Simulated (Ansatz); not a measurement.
Cost and result for the atomization energy of C2H8OSSi, SMILES `C[SiH](S)CO` (13 atoms, 12 bonds).

```xyz
13

C    -0.434   -1.657    0.777
Si   -0.116   -0.357   -0.521
S    -1.895    0.743   -1.040
C     1.156    0.919    0.042
O     1.239    2.019   -0.844
H    -1.181   -2.373    0.431
H    -0.796   -1.205    1.704
H     0.486   -2.203    1.003
H     0.285   -0.959   -1.819
H    -2.161    1.122    0.223
H     0.929    1.243    1.070
H     2.149    0.457    0.079
H     0.340    2.251   -1.107
```

Charge 0, multiplicity 1. The geometry is a stationary point of PBE0-D4/def2-TZVP. It is one conformer, not always the lowest. Program: Ansatz. All runs use 4 threads of an Arm Neoverse V1 on a shared host. Times are those of one run each, without the atoms' runs, and a repeat can differ threefold. Electronic energies, without spin–orbit coupling; frozen cores. CCSD(T)/CBS adds CCSD(T) − MP2 in def2-TZVPP to the MP2 limit, and its time is that of the two runs behind it. T1 = 0.011. B3LYP takes the VWN-RPA correlation (the form of Gaussian; ORCA's B3LYP/G).

CCSD(T)/CBS is a level of theory with its own doubt, some kJ/mol a heavy atom from the limit and from the frozen cores, so smaller differences don't rank the functionals.

```tsv
level	functions	wall time	atomization (kJ/mol)	difference from CCSD(T)/CBS	per bond
PBE-D4/def2-TZVPP (with forces)	289	3.3 s	4705.6	58.5	4.9
PBE0-D4/def2-TZVPP	289	4.3 s	4640.2	-6.9	-0.6
r2SCAN-D4/def2-TZVPP (with forces)	289	6.5 s	4652.7	5.6	0.5
B3LYP-D4/def2-TZVPP (with forces)	289	7 s	4631.5	-15.6	-1.3
B2PLYP/def2-TZVPP	289	7.5 s	4577.1	-70.0	-5.8
ωB97X-V/def2-TZVPP	289	11 s	4659.8	12.7	1.1
ωB97M-V/def2-TZVPP (with forces)	289	16 s	4661.9	14.8	1.2
MP2/def2-QZVPP	551	35 s	4643.9	-3.2	-0.3
CCSD(T)/def2-TZVPP	289	4.8 min	4523.6	-123.5	-10.3
CCSD(T)/CBS(def2)	–	5.4 min	4647.1	0.0	0.0
```

From PBE to PBE0 (25 % exact exchange), in def2-TZVPP and without D4, the atomization energy moves by −61.0 kJ/mol: exact exchange takes away binding that semilocal exchange gives to molecules. In def2-TZVPP, CCSD(T) changes the Hartree–Fock value by +1138.2 kJ/mol (the triples alone add +63.4 kJ/mol) and MP2 by +1185.9 kJ/mol; breaking electron pairs costs correlation energy, which Hartree–Fock lacks. The D4 term adds +46.9 kJ/mol with B3LYP and +24.9 kJ/mol with PBE0; it sums over pairs of atoms, weighted by their polarisabilities, and B3LYP, whose exchange is more repulsive, gets the larger term.
